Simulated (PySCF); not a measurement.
**Telling isomers of C6H13OP apart by NMR**

PySCF 2.14.0 with density-fitted response routines calculation with σ from GIAO-PBE0/pcSseg-1 and coordinates at the GFN2-xTB level; a single conformation, fast rotation and ring inversion assumed for equivalent nuclei, relativity neglected, no solvent.

Referencing at the same level of theory: ¹H (31.72 ppm) and ¹³C (186.93 ppm) vs TMS. Splittings of carbon signals by F and P are missing where no couplings were computed. Where no couplings were computed, multiplicities follow the n + 1 count of equivalent neighbours, and m marks all less simple cases (inequivalent or close neighbours, rings, F or P nearby). Shifts are as computed. Against solution values, carbons near 30 ppm lie about +3 ppm off and those near 130 ppm about +5 ppm. Of 1211 compounds with measured shifts, 218 miss one by over three times the rms of a fit or turn the order of signals round; such compounds aren't used in these exercises.

(1) Tabulate the signals of `CP1(=O)CCCCC1`, `CC(C)(C)P1(=O)CC1` and their relative energies.

(2) What is the quickest way to tell CP1(=O)CCCCC1 from CC(C)(C)P1(=O)CC1?

Results:

(1) 
```tsv
SMILES	carbon types	δC	δH	E rel. (kcal/mol)
CP1(=O)CCCCC1	5×CH2 1×CH3	36.3, 31.2, 28.0, 14.9	2.02 (m, 2H), 1.91 (m, 2H), 1.71 (m, 1H), 1.70 (m, 2H), 1.29 (m, 3H), 1.08 (m, 2H), 1.08 (m, 1H)	0.0
CC(C)(C)P1(=O)CC1	1×C 2×CH2 3×CH3	38.4, 26.0, 9.3	1.56 (m, 2H), 1.27 (m, 9H), 1.08 (m, 2H)	37.7
```

Energies are electronic energies at PBE0/pcSseg-1 on these geometries, without zero-point or thermal terms, each for the one conformer computed, which needn't be the lowest.

(2) Count the carbon signals: 4 against 3. The first has an sp3 CH2 bonded to P at 36.3 ppm, the second a fully substituted sp3 carbon bonded to P (C) at 38.4 ppm. In the proton spectra the most deshielded non-exchanging signals are 2.02 (m, 2H) and 1.56 (m, 2H).
